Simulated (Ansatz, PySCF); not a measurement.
Species: CH$_{3}$BF, charge 0, multiplicity 2. SMILES: C[B]F
Structure (B3LYP-D3(BJ)/def2-TZVP (Ansatz, a program for electronic structure) minimum search):
```
C
H 1 1.0889
H 1 1.0950 2 109.89
H 1 1.0974 2 107.07 3 116.55
B 1 1.5578 2 113.05 4 117.92
F 5 1.3151 1 123.07 2 154.99
```
Charge 0, spin multiplicity 2.

Wanted: atomisation energy, in kcal/mol. Set-up: no dispersion term unless named; non-relativistic; atomisation electronic, to ground-state atoms; valence correlation only; open shells spin-unrestricted; spin-orbit terms left out. Basis-set limits of correlation are two-point, X^-3; Hartree-Fock from the larger set. The bracket is a focal-point correction in the basis named. First-principles rows: single points at B3LYP-D3(BJ) geometries (Ansatz).

```json
[
 {"species": "C[B]F", "coefficient": "-1", "E at BP86/def2-SVP (PySCF), Eh": "-164.45294", "E at M06-2X/def2-TZVPD (PySCF), Eh": "-164.59124"},
 {"species": "B atom", "coefficient": "+1", "E at BP86/def2-SVP (PySCF), Eh": "-24.62165", "E at M06-2X/def2-TZVPD (PySCF), Eh": "-24.64988"},
 {"species": "C atom", "coefficient": "+1", "E at BP86/def2-SVP (PySCF), Eh": "-37.80175", "E at M06-2X/def2-TZVPD (PySCF), Eh": "-37.84258"},
 {"species": "F atom", "coefficient": "+1", "E at BP86/def2-SVP (PySCF), Eh": "-99.63266", "E at M06-2X/def2-TZVPD (PySCF), Eh": "-99.73422"},
 {"species": "H atom", "coefficient": "+3", "E at BP86/def2-SVP (PySCF), Eh": "-0.49913", "E at M06-2X/def2-TZVPD (PySCF), Eh": "-0.49815"}
]
```

Coupled cluster (Ansatz) is a level with limits of its own, used here on species with T1 under 0.025 (0.045 for open shells) and stable references: RI-MP2/CBS(cc-pVTZ,cc-pVQZ)+[CCSD(T)-MP2]/cc-pVTZ. Value to compare with, RI-MP2/CBS(cc-pVTZ,cc-pVQZ)+[CCSD(T)-MP2]/cc-pVTZ (Ansatz): 540.6 kcal/mol. 1 Eh = 627.5095 kcal/mol.

**Question.** Work the quantity out at each level, and compare with RI-MP2/CBS(cc-pVTZ,cc-pVQZ)+[CCSD(T)-MP2]/cc-pVTZ (Ansatz).

**Answer.** 
- BP86/def2-SVP: the sum of coefficient times E is 0.89949 Eh, or 564.44 kcal/mol. Result: 564.4 kcal/mol. Its difference against RI-MP2/CBS(cc-pVTZ,cc-pVQZ)+[CCSD(T)-MP2]/cc-pVTZ (Ansatz) is 23.8 kcal/mol.
- M06-2X/def2-TZVPD: the sum of coefficient times E is 0.87011 Eh, or 546.00 kcal/mol. Result: 546.0 kcal/mol. Its difference against RI-MP2/CBS(cc-pVTZ,cc-pVQZ)+[CCSD(T)-MP2]/cc-pVTZ (Ansatz) is 5.4 kcal/mol.
